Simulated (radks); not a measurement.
Values are calculated unless marked as measured or tabulated.
All-electron atom: Zr I in [Kr] 4d2.5 5s0.5 5p1 (fractional occupations, a model configuration).

Code: a radial shooting solver on a logarithmic mesh with Libxc functionals. Model: Dirac Kohn-Sham, PBE, spin-unpolarised, spherical densities, finite nucleus; open shells fill j = l - 1/2 first; Fermi nuclear charge, rms radius 4.2694 fm.

Energy parts (eV):
total: -97928.303
kinetic: 101198.606
electron-nucleus: -236333.505
Hartree: 40311.366
exchange-correlation: -3104.770

Orbitals (lengths in bohr, moments of r in powers of bohr; r(90%) holds 90 % of the orbital's charge):
| orbital | occ. | eigenvalue (eV) | r(90%) | small-component weight |
|---|---|---|---|---|
| 1s1/2 | 2 | -17816.69 | 0.0664 | 2.12e-02 |
| 2s1/2 | 2 | -2468.039 | 0.251 | 4.31e-03 |
| 2p1/2 | 2 | -2259.219 | 0.227 | 4.31e-03 |
| 2p3/2 | 4 | -2173.359 | 0.233 | 4.18e-03 |
| 3s1/2 | 2 | -404.3652 | 0.679 | 1.12e-03 |
| 3p1/2 | 2 | -326.6218 | 0.690 | 1.07e-03 |
| 3p3/2 | 4 | -312.9541 | 0.705 | 1.03e-03 |
| 3d3/2 | 4 | -175.9082 | 0.725 | 9.16e-04 |
| 3d5/2 | 6 | -173.4117 | 0.730 | 9.06e-04 |
| 4s1/2 | 2 | -54.4210 | 1.78 | 2.34e-04 |
| 4p1/2 | 2 | -33.6708 | 2.01 | 1.91e-04 |
| 4p3/2 | 4 | -31.9129 | 2.06 | 1.83e-04 |
| 5s1/2 | 0.5 | -4.7842 | 5.59 | 2.71e-05 |
| 4d3/2 | 2.5 | -3.9216 | 3.85 | 7.61e-05 |
| 4d5/2 | 0 | -3.7967 | 3.91 | 7.45e-05 |
| 5p1/2 | 1 | -1.9181 | 7.76 | 1.42e-05 |
| 5p3/2 | 0 | -1.8222 | 7.95 | 1.35e-05 |

The highest occupied level is 5p1/2 at -1.918 eV. The configuration is held as typed, so some empty levels lie below it. The density falls to 0.001 e/bohr^3 at r = 5.16 bohr.
